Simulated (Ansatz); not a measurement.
Cost and result up the ladder for ZrO3H2 (6 atoms). Charge 0, multiplicity 1. Geometry: PBE-D4/def2-TZVP.

| atom | x (Å) | y (Å) | z (Å) |
| --- | --- | --- | --- |
| Zr1 | -0.1188 | -0.1562 | 0.2087 |
| O2 | -0.3306 | -1.8329 | 1.2309 |
| O3 | -1.6350 | -1.1600 | 0.9795 |
| O4 | 0.1084 | -0.3702 | -1.5482 |
| H5 | 0.9671 | 1.5867 | -0.7839 |
| H6 | 1.0089 | 1.9326 | -0.0870 |

Ansatz on 4 threads of Arm Neoverse V1 on a shared host. Times are rough, and most runs start from the orbitals of an earlier one. CAM-B3LYP-D4/def2-TZVP serves as the yardstick here, not as an exact answer. Binding counts from free atoms at the same level (Zr triplet, O triplet, H doublet; other spins of the atoms weren't run), without zero-point energy or a counterpoise term.

In the def2 sets Zr takes a core potential; there is no spin–orbit coupling. Correlated methods freeze 3 core orbitals; core or outer-core shells of Zr are correlated, in sets that lack core-valence functions. The structure holds 1 bond(s) between oxygen atoms. In the singlet, H5 and H6 lie 0.78 Å apart (atoms count from 1), so H2 has formed as a molecule. No other spin state of charge 0 was run. Another isomer (singlet) lies 5.21 eV lower at PBE0-D4/def2-TZVP; other spin states weren't run for this one.

Correlated methods converge slowly with the basis.

| level | functions | wall time | binding energy per atom (eV) | difference from CAM-B3LYP-D4/def2-TZVP (eV) | remarks |
| --- | --- | --- | --- | --- | --- |
| BLYP-D4/def2-TZVP | 145 | 1.2 s | 3.92 | 0.22 | – |
| PBE0-D4/def2-TZVP | 145 | 1.4 s | 3.68 | -0.02 | – |
| CAM-B3LYP-D4/def2-TZVP | 145 | 1.6 s | 3.70 | 0.00 | – |
| CCSD(T)/def2-TZVPP | 177 | 63 s | 3.66 | -0.04 | test for broken spin undecided |
